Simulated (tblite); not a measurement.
Species: C6H10BN.
SMILES with atom numbers: `[CH:1]#[C:2][CH2:3][B@H-:4]([C:5]#[CH:6])[NH2+:7][CH3:8]` (hydrogens: H9 on C1; H10, H11 on C3; H12 on B4; H13 on C6; H14, H15 on N7; H16, H17, H18 on C8)
Bond orders are those of one Lewis drawing.

Computed with GFN2-xTB (tblite), gas phase: L-BFGS steps from a force-field or distance-geometry start until the largest atomic force falls under 0.01 eV/Å.

Step 4: E = -597.2709 eV
```
atom  x, y, z in Å  |  force x, y, z in eV/Å
C1      3.4299   -0.2649   -0.0094   -0.493   0.276   0.090
C2      2.4311    0.3981    0.0873    0.503  -0.212   0.081
C3      1.2178    1.1639    0.2025   -0.157   0.108   0.026
B4     -0.0763    0.3636   -0.3791   -0.067  -0.101  -0.181
C5     -1.3027    1.2943   -0.5246    0.801  -0.694   0.187
C6     -2.2122    2.0409   -0.7100   -1.034   0.817  -0.141
N7     -0.4802   -0.8010    0.7140    0.410   0.309   0.417
C8     -1.4149   -1.7674    0.1768   -0.271  -0.230   0.057
H9      4.3089   -0.8267   -0.0946    0.067  -0.055  -0.027
H10     1.3128    2.0761   -0.3911    0.169   0.035   0.075
H11     1.0622    1.4663    1.2437    0.121   0.036   0.024
H12     0.1834   -0.2069   -1.3873   -0.023  -0.110  -0.137
H13    -3.0223    2.7032   -0.8561    0.091  -0.079   0.014
H14    -0.8734   -0.3376    1.5421    0.118  -0.115  -0.318
H15     0.3887   -1.2648    1.0024   -0.187   0.189  -0.157
H16    -0.9814   -2.2406   -0.6990    0.031  -0.024  -0.047
H17    -1.6485   -2.5267    0.9204   -0.143  -0.182   0.017
H18    -2.3315   -1.2634   -0.1295    0.064   0.032   0.020
```

Step 5: E = -597.2885 eV
```
atom  x, y, z in Å  |  force x, y, z in eV/Å
C1      3.4240   -0.2632   -0.0072    0.297  -0.238   0.011
C2      2.4368    0.4020    0.0937   -0.279   0.232   0.107
C3      1.2187    1.1624    0.2032   -0.104   0.102  -0.005
B4     -0.0745    0.3685   -0.3909   -0.025  -0.270  -0.031
C5     -1.3036    1.2904   -0.5204   -0.158   0.136  -0.074
C6     -2.2197    2.0457   -0.7087    0.076  -0.091   0.069
N7     -0.4800   -0.8017    0.7136    0.298   0.217   0.227
C8     -1.4181   -1.7740    0.1820   -0.107  -0.072   0.058
H9      4.3043   -0.8246   -0.0953    0.044  -0.035  -0.015
H10     1.3193    2.0748   -0.3856    0.162   0.096   0.013
H11     1.0697    1.4685    1.2425    0.046   0.019   0.072
H12     0.1833   -0.2157   -1.3950   -0.033  -0.030  -0.084
H13    -3.0236    2.7046   -0.8571   -0.088   0.059  -0.001
H14    -0.8705   -0.3387    1.5370    0.047  -0.016  -0.176
H15     0.3874   -1.2594    0.9997   -0.046   0.102  -0.117
H16    -0.9825   -2.2358   -0.6961    0.055  -0.118  -0.092
H17    -1.6553   -2.5358    0.9220   -0.114  -0.138   0.015
H18    -2.3243   -1.2618   -0.1291   -0.071   0.046   0.023
```

Step 6: E = -597.2947 eV
```
atom  x, y, z in Å  |  force x, y, z in eV/Å
C1      3.4241   -0.2642   -0.0064    0.128  -0.122   0.027
C2      2.4368    0.4040    0.0960   -0.127   0.110   0.076
C3      1.2168    1.1636    0.2031   -0.039   0.077  -0.004
B4     -0.0747    0.3653   -0.3926   -0.045  -0.171  -0.006
C5     -1.3047    1.2907   -0.5206   -0.134   0.103  -0.080
C6     -2.2210    2.0462   -0.7077    0.074  -0.089   0.064
N7     -0.4764   -0.7987    0.7151    0.075   0.045   0.030
C8     -1.4192   -1.7755    0.1837   -0.005  -0.014   0.028
H9      4.3048   -0.8251   -0.0957    0.036  -0.029  -0.010
H10     1.3227    2.0762   -0.3846    0.137   0.091   0.013
H11     1.0715    1.4692    1.2436    0.018   0.017   0.055
H12     0.1828   -0.2175   -1.3976   -0.031  -0.030  -0.074
H13    -3.0251    2.7057   -0.8573   -0.068   0.045   0.006
H14    -0.8698   -0.3387    1.5345    0.022   0.049  -0.073
H15     0.3873   -1.2576    0.9978    0.068   0.051  -0.069
H16    -0.9819   -2.2369   -0.6970    0.017  -0.083  -0.014
H17    -1.6582   -2.5396    0.9228   -0.084  -0.078  -0.010
H18    -2.3246   -1.2607   -0.1288   -0.040   0.026   0.040
```

**Question.** Estimate the geometry and energy of step 7. (The exact step hangs on the optimiser's Hessian estimate; all steps are aligned on step 6, rigid shifts and turns removed.)

**Answer.** E = -597.2994 eV, largest force 0.140 eV/Å
```
atom  x, y, z in Å  |  force x, y, z in eV/Å
C1      3.4232   -0.2659   -0.0044   -0.043   0.001   0.042
C2      2.4375    0.4078    0.1011    0.036  -0.044   0.023
C3      1.2148    1.1657    0.2031    0.029   0.045   0.002
B4     -0.0756    0.3607   -0.3970   -0.061  -0.034   0.022
C5     -1.3076    1.2910   -0.5213   -0.019  -0.003  -0.081
C6     -2.2235    2.0468   -0.7054   -0.017  -0.014   0.034
N7     -0.4734   -0.7965    0.7143   -0.059  -0.109  -0.066
C8     -1.4199   -1.7780    0.1872    0.029   0.011  -0.021
H9      4.3049   -0.8258   -0.0965    0.017  -0.016   0.000
H10     1.3304    2.0792   -0.3821    0.090   0.075   0.009
H11     1.0753    1.4708    1.2454   -0.034   0.011   0.024
H12     0.1817   -0.2222   -1.4035   -0.034  -0.003  -0.034
H13    -3.0281    2.7079   -0.8575   -0.018   0.005   0.025
H14    -0.8683   -0.3370    1.5307    0.009   0.094  -0.002
H15     0.3897   -1.2541    0.9945    0.122   0.023  -0.039
H16    -0.9815   -2.2381   -0.6968   -0.020  -0.062   0.056
H17    -1.6644   -2.5471    0.9238   -0.025   0.031  -0.056
H18    -2.3239   -1.2587   -0.1274   -0.003  -0.012   0.062
```

The energy changes by -0.0047 eV. The first-order estimate −F·Δx gives -0.0075 eV and the mean of the old and new forces, exact on a quadratic surface, -0.0047 eV. The step makes an angle of 47° with the force vector and moves no atom by more than 0.010 Å.

The cost below is that of the whole relaxation. On one thread, Arm Neoverse N1 (aarch64), shared host with 64 logical CPUs at a one-minute load of 54, this took 1.1 s wall.
